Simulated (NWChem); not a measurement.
System: C3HFO3; SMILES O=C1OC(=CF)O1

The following NWChem deck was run.

```
start job
memory heap 200 mb stack 900 mb global 1100 mb
geometry units angstroms noautosym nocenter noautoz
  O      0.303838     2.603201     0.000000
  C      0.097492     1.451335     0.000000
  O      0.921213     0.348393     0.000000
  C     -0.232176    -0.392202     0.000000
  C     -0.501742    -1.689103     0.000000
  F      0.458960    -2.599485     0.000000
  O     -1.059218     0.704803     0.000000
  H     -1.527665    -2.059982     0.000000
end
basis spherical
  * library def2-svp
end
dft
  xc b3lyp
  iterations 150
end
cosmo
  do_cosmo_smd true
  solvent acetntrl
end
task dft energy
```

Excerpt of the output:

```
             Northwest Computational Chemistry Package (NWChem) 7.3.0
             --------------------------------------------------------

                             Geometry "geometry" -> ""
                             -------------------------

 Output coordinates in angstroms (scale by  1.889725989 to convert to a.u.)

  No.       Tag          Charge          X              Y              Z
 ---- ---------------- ---------- -------------- -------------- --------------
    1 O                    8.0000     0.30383800     2.60320100     0.00000000
    2 C                    6.0000     0.09749200     1.45133500     0.00000000
    3 O                    8.0000     0.92121300     0.34839300     0.00000000
    4 C                    6.0000    -0.23217600    -0.39220200     0.00000000
    5 C                    6.0000    -0.50174200    -1.68910300     0.00000000
    6 F                    9.0000     0.45896000    -2.59948500     0.00000000
    7 O                    8.0000    -1.05921800     0.70480300     0.00000000
    8 H                    1.0000    -1.52766500    -2.05998200     0.00000000

 Effective nuclear repulsion energy (a.u.)     289.3409387547

                                 NWChem DFT Module
                                 -----------------

 Summary of "ao basis" -> "ao basis" (spherical)
 ------------------------------------------------------------------------------
       Tag                 Description            Shells   Functions and Types
 ---------------- ------------------------------  ------  ---------------------
 O                          def2-svp                 6       14   3s2p1d
 C                          def2-svp                 6       14   3s2p1d
 F                          def2-svp                 6       14   3s2p1d
 H                          def2-svp                 3        5   2s1p

 in cosmo_initialize ...
 calling solv_data for solv:acetntrl

 solvent parameters
 solvname_short: acetntrl
 solvname_long:  acetonitrile
 dielec:       35.6880
 dielecinf:     1.8069
 nonaqueous SMD model solvent descriptors
 dielec:       35.6880
 sola:          0.0700
 solb:          0.3200
 solc:          0.0000
 solg:         41.2500
 solh:          0.0000
 soln:          1.3442

          ---------------
          -cosmo- solvent
          ---------------
 Cosmo: York-Karplus, doi: 10.1021/jp992097l
 dielectric constant -eps-     =  35.69
 screen = (eps-1)/(eps    )    =   0.97198
 surface charge correction     = lagrangian

   van der Waals surface
 --------------------------

[...]

                                COSMO-SMD solvation results
                                ---------------------------

             internal energy in gas <Psi(g)|H|Psi(g)> =      -440.036909747734
         internal energy in solvent <Psi(s)|H|Psi(s)> =      -440.035990876264
                               delta internal energy  =         0.000918871469 (    0.58 kcal/mol)
   total free energy in solvent <Psi(s)|H+V/2|Psi(s)> =      -440.043202491041
 polarization energy contribution <Psi(s)|V/2|Psi(s)> =        -0.007211614777 (   -4.53 kcal/mol)
    total free energy in solvent including G(SMD-CDS) =      -440.041925204230
                       G(SMD-CDS) energy contribution =         0.001277286811 (    0.80 kcal/mol)
     1 M fixed-concentration free energy of solvation =        -0.005015456497 (   -3.15 kcal/mol)

                       DFT Final Molecular Orbital Analysis
                       ------------------------------------

 Vector   24  Occ=2.000000D+00  E=-3.841242D-01
              MO Center= -6.6D-02,  5.3D-01, -3.8D-09, r^2= 1.6D+00
   Bfn.  Coefficient  Atom+Function         Bfn.  Coefficient  Atom+Function
  ----- ------------  ---------------      ----- ------------  ---------------
    34      0.476190  3 O  pz                90     -0.474131  7 O  pz
    37      0.346504  3 O  pz                93     -0.345556  7 O  pz
    27     -0.031817  2 C  d  1              55     -0.030268  4 C  d  1

 Vector   25  Occ=2.000000D+00  E=-3.524346D-01
              MO Center=  1.9D-01,  2.0D+00, -3.0D-10, r^2= 1.8D+00
   Bfn.  Coefficient  Atom+Function         Bfn.  Coefficient  Atom+Function
  ----- ------------  ---------------      ----- ------------  ---------------
     4      0.550444  1 O  px                 7      0.353026  1 O  px
    88      0.230084  7 O  px                33     -0.186934  3 O  py
    32      0.175066  3 O  px                91      0.171425  7 O  px
    21      0.151724  2 C  px                36     -0.142943  3 O  py
    35      0.128395  3 O  px                89      0.110857  7 O  py

 Vector   26  Occ=2.000000D+00  E=-2.602889D-01
              MO Center= -2.0D-01, -7.2D-01,  6.5D-11, r^2= 3.0D+00
   Bfn.  Coefficient  Atom+Function         Bfn.  Coefficient  Atom+Function
  ----- ------------  ---------------      ----- ------------  ---------------
    62      0.400450  5 C  pz                48      0.363571  4 C  pz
    76      0.267915  6 F  pz                65      0.240428  5 C  pz
    51      0.217998  4 C  pz                79     -0.215194  6 F  pz
    90     -0.203183  7 O  pz                 6      0.196829  1 O  pz
    34     -0.194398  3 O  pz                 9      0.164833  1 O  pz

 Vector   27  Occ=0.000000D+00  E=-1.713393D-02
              MO Center= -4.8D-02,  6.4D-01,  3.1D-09, r^2= 3.7D+00
   Bfn.  Coefficient  Atom+Function         Bfn.  Coefficient  Atom+Function
  ----- ------------  ---------------      ----- ------------  ---------------
    20      0.534585  2 C  pz                23      0.453749  2 C  pz
    65      0.378323  5 C  pz                 9     -0.366441  1 O  pz
     6     -0.349691  1 O  pz                62      0.335385  5 C  pz
    51     -0.327758  4 C  pz                48     -0.293337  4 C  pz
    76      0.130304  6 F  pz                79     -0.127746  6 F  pz

[...]
```

Level: B3LYP/def2-SVP, SMD on the gas-phase geometry. Coordinates come from a PBE0/def2-SVP optimisation. B3LYP is NWChem's, with the RPA form of VWN correlation. Solvent: acetonitrile.
